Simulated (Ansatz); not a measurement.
Reactions of `[SiH3][SnH]([Cl])[I]`.

Isolated molecules relaxed with PBE0-D4/def2-TZVP in Ansatz; ΔE leaves out vibrations. CCSD(T)/CBS is the MP2 limit (def2-TZVPP, def2-QZVPP) plus CCSD(T) − MP2 in def2-TZVPP, frozen cores. This one scheme is used for every species, atoms too. For atomizations the MP2-based limit and the directly extrapolated one differ by several kJ/mol either way, and by 10 to 25 for some Ge, Se and Sn compounds, so smaller differences from it don't rank the levels. DFT in def2-TZVPP. No spin–orbit coupling; open shells (•) take unrestricted orbitals. Spin–orbit coupling would lower the free atoms: a little for Cl, Si; strongly for I, Sn. Elements past krypton have def2 core potentials. For I, In, Sn outer-core shells are correlated without core-valence functions, so the limit isn't a true one: a few kJ/mol of doubt a bond, and 10 to 20 or more in all where bonds break to atoms. One conformer a species, not always the lowest.

```
                                                                                   reaction  B2PLYP (kJ/mol)  PBE0-D4 (kJ/mol)  HF/CBS(def2) (kJ/mol)  CCSD(T)/CBS(def2) (kJ/mol)
                                      `[SiH3][SnH]([Cl])[I]` + H₂ → `[SiH3][SnH2][Cl]` + HI               95                99                     86                         107
           `[SiH3][SnH]([Cl])[I]` + `O[Si]1(O)CO1` → `O[Si]1(O[SiH3])CO1` + `[Cl][SnH2][I]`              -67               -50                    -95                         -62
`[SiH3][SnH]([Cl])[I]` + `[CH3][In]([F])[F]` → `[CH3][SnH]([SiH3])[Cl]` + `[F][In]([F])[I]`               -3                -2                    -14                          -3
                                       `[SiH3][SnH]([Cl])[I]` → Cl• + 4 H• + I• + Si• + Sn•             1989              2021                   1506                        2074
                               `[SiH3][SnH]([Cl])[I]` + CH₄ → `[CH3][SnH]([SiH3])[Cl]` + HI              135               137                    146                         136
```

Largest T1 diagnostic: 0.016, for `[CH3][In]([F])[F]`.
